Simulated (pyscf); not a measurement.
## `[OH][Ta]([OH])([Cl])([Cl])[Cl]`, singlet

Gas-phase minimum from PySCF at ωB97X-D3(BJ)/def2-SVP, one conformer. 

SMILES: [OH][Ta]([OH])([Cl])([Cl])[Cl]
```xyz
8

O     -0.8306    -0.5320    -2.1858
Ta    -0.4903     0.2859    -0.5524
O     -0.0046     1.8828    -1.4308
Cl    -0.0077     1.4143     1.4676
Cl     1.1240    -1.2748    -0.0260
Cl    -2.6667     0.0013     0.1488
H     -0.9870    -0.9802    -3.0190
H      0.2825     2.6556    -0.9254
```

Bonds (Å): O1–Ta2 1.858, O1–H7 0.959, Ta2–O3 1.886, Ta2–Cl4 2.364, Ta2–Cl5 2.306, Ta2–Cl6 2.304, O3–H8 0.967. Bond angles (°): Ta2–O1–H7 178.0, O1–Ta2–O3 90.6, O1–Ta2–Cl4 177.2, O1–Ta2–Cl5 91.8, O1–Ta2–Cl6 92.3, O3–Ta2–Cl4 86.6, O3–Ta2–Cl5 119.9, O3–Ta2–Cl6 119.3, Cl4–Ta2–Cl5 89.1, Cl4–Ta2–Cl6 89.5, Cl5–Ta2–Cl6 120.5, Ta2–O3–H8 120.6.

Properties at ωB97X-D3(BJ)/def2-SVP:

| Item | Result |
|---|---|
| Harmonic wavenumbers, unscaled | 65, 66, 128, 162, 172, 190, 265, 356, 394, 397, 412, 434, 463, 628, 735, 779, 3885, 3994 cm⁻¹ |
| Zero-point energy | 19.3 kcal/mol |
| Rotational symmetry number | 1 |
| Entropy of this conformer at 298 K and 1 atm, rigid rotor and harmonic oscillator, modes under 100 cm⁻¹ raised to 100 | 410.9 J/(mol K) |
| Dipole moment | 3.39 D |

Single-point totals, which compare only within one level:

```tsv
level	total energy (hartree)
ωB97X-D3(BJ)/def2-TZVP	-1589.77014
PBE/def2-TZVP	-1589.00861
r²SCAN/def2-TZVP	-1589.57012
B3LYP-D3(BJ)/def2-TZVP	-1589.77041
PBE0-D3(BJ)/def2-TZVP	-1589.07232
M06-2X/def2-TZVP	-1589.47697
ωB97M-D3(BJ)/def2-TZVP	-1589.82662
```

Soft torsions are taken as harmonic, which can shift the entropy by several J/(mol K). Elements past Kr carry the def2 core potentials, without spin-orbit coupling.
